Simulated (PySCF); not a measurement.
Compound: C3H10O2Si2.
Bonds: C1–Si2, Si2–C3, Si2–C4, C4–O5, O5–Si6, Si6–O7, Si2–O7. Hydrogens: H8, H9, H10 on C1; H11, H12, H13 on C3; H14, H15 on C4; H16, H17 on Si6.

NICS is the negative of the GIAO shielding at a point without a nucleus: at the ring centre (0) and 1 Å above and below it (1); zz is the component along the ring normal. Level: GIAO PBE0/pcSseg-1 (PySCF, non-relativistic, gas phase) on the GFN2-xTB geometry, one conformer.

Ring bond lengths (Å), with Mayer bond orders in brackets: Si2–C4 1.932 (0.88), C4–O5 1.419 (0.85), O5–Si6 1.624 (1.01), Si6–O7 1.646 (0.94), O7–Si2 1.637 (0.94).

Task: What do the NICS probes read (ppm)?

Result: 
```tsv
ring	type	NICS(0)	NICS(1), two faces	NICS(1)zz, two faces	rms pucker (Å)	centre to ring atoms, mean (Å)
Si2–C4–O5–Si6–O7	5-membered ring with 2 O and 2 Si; formal bonds all single	-5.9	-2.2 / -2.2	-3.5 / -3.5	0.00	1.40
```

Task: What can be read from them?

Result: 
- Si2–C4–O5–Si6–O7: mean NICS(1)zz -3.5 ppm, shielded. Si2, C4, Si6 have four or more neighbours, and the NICS criterion for π rings isn't applied.

Task: What is the mean of the two in-plane components of NICS at the second NICS(1) probe listed for ring Si2–C4–O5–Si6–O7, 1 Å off the ring?

Result: The isotropic value is a third of the trace: (3 × -2.2 − (-3.5))/2 = -1.6 ppm.

Task: How shielded are the nuclei of the rings and their hydrogens (means over atoms taken as equivalent)?

Result: 
| atoms | environment | σ isotropic (ppm) | principal values of the symmetric part, first atom (ppm) |
| --- | --- | --- | --- |
| Si2 | oxygen-bound silicon | 334.5 | 295.1, 351.2, 357.3 |
| C4 | sp3 carbon bound to oxygen | 129.6 | 100.6, 109.6, 178.5 |
| O5 | silyl ether oxygen | 320.7 | 270.8, 298.0, 393.3 |
| Si6 | oxygen-bound silicon | 362.1 | 344.9, 349.7, 391.6 |
| O7 | siloxane oxygen | 260.6 | 222.2, 254.3, 305.3 |
| H14 (×2) | methylene hydrogen | 27.89 | 23.5, 26.9, 33.2 |
| H16 (×2) | Si–H hydrogen | 26.72 | 23.2, 23.6, 33.3 |
